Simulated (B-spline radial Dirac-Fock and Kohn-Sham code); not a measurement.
## Ar 2p3/2: cross section and angular parameters

System: atomic argon, 1s2 2s2 2p6 3s2 3p6; threshold 248.4 eV (tabulated edge). Calculated with an atomic code on a B-spline grid, using Dirac-Hartree-Slater photoionisation with a Latter tail; cross sections with all multipoles, angular parameters from the dipole term and its interference with E2.

For linearly polarised light dσ/dΩ = σ/(4π) [1 + β P₂(cos θ) + (δ + γ cos²θ) sin θ cos φ], with θ from the polarisation vector and φ the angle between the beam and the projection of the electron momentum on the plane normal to the polarisation.

```tsv
hν (eV)	σ (kb)	β	γ	δ
258	3500	0.586	-0.028	0.005
318	1680	1.123	-0.039	0.011
357	1310	1.286	-0.010	0.013
448	787	1.432	0.063	0.015
600	373	1.479	0.175	0.019
646	306	1.478	0.205	0.020
694	252	1.473	0.235	0.021
836	150	1.446	0.314	0.025
1000	90.2	1.404	0.390	0.029
1060	76.1	1.387	0.415	0.031
1670	19.3	1.220	0.601	0.051
2220	7.83	1.092	0.709	0.069
2300	6.99	1.075	0.722	0.072
2700	4.15	0.998	0.780	0.086
2984.4	2.98	0.950	0.815	0.095
4000	1.11	0.807	0.909	0.129
4010	1.10	0.805	0.910	0.129
4670	0.653	0.733	0.956	0.149
5520	0.364	0.655	1.004	0.175
7590	?	?	?	?
8510	0.0771	0.469	1.116	0.254
11500	0.0254	0.358	1.190	0.321
12000	0.0217	0.343	1.200	0.332
12200	0.0204	0.337	1.204	0.336
15000	0.00936	0.269	1.256	0.390
```

**Question.** Give the values at 7590 eV.

**Answer.** σ = 0.117 kb, β = 0.516, γ = 1.088, δ = 0.231.
